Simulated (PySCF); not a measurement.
Isomers of C5H14SSi2, mass 162.035 u with the commonest isotopes. Method: PBE0/pcSseg-1 in PySCF (dipole) on a GFN2-xTB geometry, gas phase. One conformer each, none proved a minimum here; rigid rotors.

Problem. Order these by rotational constant A, largest first.
A. `[CH3:1][CH2:2][Si@@H:3]([S:4][SiH3:5])[CH:6]1[CH2:7][CH2:8]1` with C1–C2–Si3–S4 -175°, C2–Si3–S4–Si5 -60°, C2–Si3–C6–C7 -90°
B. `[CH3:1][S:2][CH2:3][Si@@H:4]1[CH2:5][CH2:6][CH2:7][SiH2:8]1` with C1–S2–C3–Si4 -179°, S2–C3–Si4–C5 -179°, C3–Si4–C5–C6 -96°, Si4–C5–C6–C7 -50°, C5–C6–C7–Si8 54°, C6–C7–Si8–Si4 -30°
C. `[CH3:1][S:2][SiH2:3][C@H:4]1[CH2:5][CH2:6][SiH2:7][CH2:8]1` with C1–S2–Si3–C4 -178°, S2–Si3–C4–C5 179°, Si3–C4–C5–C6 176°, C4–C5–C6–Si7 -38°, C5–C6–Si7–C8 13°, C6–Si7–C8–C4 15°
D. `[CH3:1][S:2][C@H:3]1[CH2:4][C@H:5]([SiH2:6][SiH3:7])[CH2:8]1` with C1–S2–C3–C4 69°, C4–C5–Si6–Si7 -171°, S2–C3–C4–C5 132°, C3–C4–C5–Si6 103°, C4–C5–C8–C3 14°, S2–C3–C8–C5 -134°

Solution. D (3596 MHz), C (3120 MHz), B (2378 MHz), A (1370 MHz).

Problem. Order these by rotational constant C, smallest first.
A. `[CH3:1][S:2][SiH2:3][C@H:4]1[CH2:5][CH2:6][SiH2:7][CH2:8]1` with C1–S2–Si3–C4 -178°, S2–Si3–C4–C5 179°, Si3–C4–C5–C6 176°, C4–C5–C6–Si7 -38°, C5–C6–Si7–C8 13°, C6–Si7–C8–C4 15°
B. `[CH3:1][S:2][CH2:3][Si@@H:4]1[CH2:5][CH2:6][CH2:7][SiH2:8]1` with C1–S2–C3–Si4 -179°, S2–C3–Si4–C5 -179°, C3–Si4–C5–C6 -96°, Si4–C5–C6–C7 -50°, C5–C6–C7–Si8 54°, C6–C7–Si8–Si4 -30°
C. `[CH3:1][S:2][C@H:3]1[CH2:4][C@H:5]([SiH2:6][SiH3:7])[CH2:8]1` with C1–S2–C3–C4 69°, C4–C5–Si6–Si7 -171°, S2–C3–C4–C5 132°, C3–C4–C5–Si6 103°, C4–C5–C8–C3 14°, S2–C3–C8–C5 -134°
D. `[CH3:1][CH2:2][Si@@H:3]([S:4][SiH3:5])[CH:6]1[CH2:7][CH2:8]1` with C1–C2–Si3–S4 -175°, C2–Si3–S4–Si5 -60°, C2–Si3–C6–C7 -90°

Solution. C (410.2 MHz), A (464.6 MHz), B (520.7 MHz), D (569.0 MHz).

Problem. Order these by out-of-plane moment Σ m c² = (Ia + Ib − Ic)/2, smallest first.
A. `[CH3:1][S:2]/[CH:3]=[CH:4]\[C@@H:5]([CH3:6])[SiH2:7][SiH3:8]` with C1–S2–C3–C4 -176°, C3–C4–C5–C6 141°, C4–C5–Si7–Si8 55°
B. `[CH3:1][S:2][SiH2:3][C@H:4]1[CH2:5][CH2:6][SiH2:7][CH2:8]1` with C1–S2–Si3–C4 -178°, S2–Si3–C4–C5 179°, Si3–C4–C5–C6 176°, C4–C5–C6–Si7 -38°, C5–C6–Si7–C8 13°, C6–Si7–C8–C4 15°
C. `[CH3:1][S:2][CH2:3][Si@@H:4]1[CH2:5][CH2:6][CH2:7][SiH2:8]1` with C1–S2–C3–Si4 -179°, S2–C3–Si4–C5 -179°, C3–Si4–C5–C6 -96°, Si4–C5–C6–C7 -50°, C5–C6–C7–Si8 54°, C6–C7–Si8–Si4 -30°
D. `[CH3:1][CH2:2][Si@@H:3]([S:4][SiH3:5])[CH:6]1[CH2:7][CH2:8]1` with C1–C2–Si3–S4 -175°, C2–Si3–S4–Si5 -60°, C2–Si3–C6–C7 -90°
E. `[CH3:1][S:2][C@H:3]1[CH2:4][C@H:5]([SiH2:6][SiH3:7])[CH2:8]1` with C1–S2–C3–C4 69°, C4–C5–Si6–Si7 -171°, S2–C3–C4–C5 132°, C3–C4–C5–Si6 103°, C4–C5–C8–C3 14°, S2–C3–C8–C5 -134°

Solution. B (25.07 u·Å²), E (35.59 u·Å²), D (41.72 u·Å²), A (48.01 u·Å²), C (58.44 u·Å²).

| SMILES | point group | Ia (u·Å²) | Ib (u·Å²) | Ic (u·Å²) | κ | μa (D) | μb (D) | μc (D) |
| --- | --- | --- | --- | --- | --- | --- | --- | --- |
| CS[C@H]1C[C@H]([SiH2][SiH3])C1 | C1 | 140.55 | 1162.51 | 1231.89 | -0.98 | 0.04 | 1.33 | 0.15 |
| CC[Si@@H](S[SiH3])C1CC1 | C1 | 369.01 | 602.57 | 888.14 | -0.33 | 0.48 | 1.59 | 0.17 |
| CS[SiH2][C@H]1CC[SiH2]C1 | C1 | 162.00 | 975.87 | 1087.72 | -0.96 | 0.04 | 1.36 | 0.46 |
| CS/C=C\[C@@H](C)[SiH2][SiH3] | C1 | 373.41 | 628.11 | 905.49 | -0.38 | 1.53 | 0.65 | 0.83 |
| CSC[Si@@H]1CCC[SiH2]1 | C1 | 212.56 | 874.81 | 970.48 | -0.94 | 0.29 | 1.65 | 1.30 |
